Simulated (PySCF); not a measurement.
# How methods differ on the ionisation energy of Ne⁺

Ne⁺ [He] 2s2 2p5 (2P) → Ne²⁺ [He] 2s2 2p4 (3P), as a difference of total energies. Calculation: PySCF 2.14, in aug-cc-pwCVTZ (7s6p4d2f, 59 functions); no relativity, point nucleus. Correlated levels: valence: 1s2 frozen. The calculations carry no spin-orbit coupling.

| method | ionisation energy (eV) |
| --- | --- |
| UHF | 39.252 |
| MP2 (valence) | 40.775 |
| SCS-MP2 (valence) | 40.772 |
| CCSD (valence) | 40.701 |
| CCSD(T) (valence) | 40.736 |

How much does correlation contribute at CCSD(T) (valence)?

40.736 − (39.252) = 1.484 eV, measured against UHF.

Errors of the correlated levels include the incompleteness of this basis and the frozen core.

For comparison: 40.963 eV (measured; NIST Atomic Spectra Database, ionization energies).
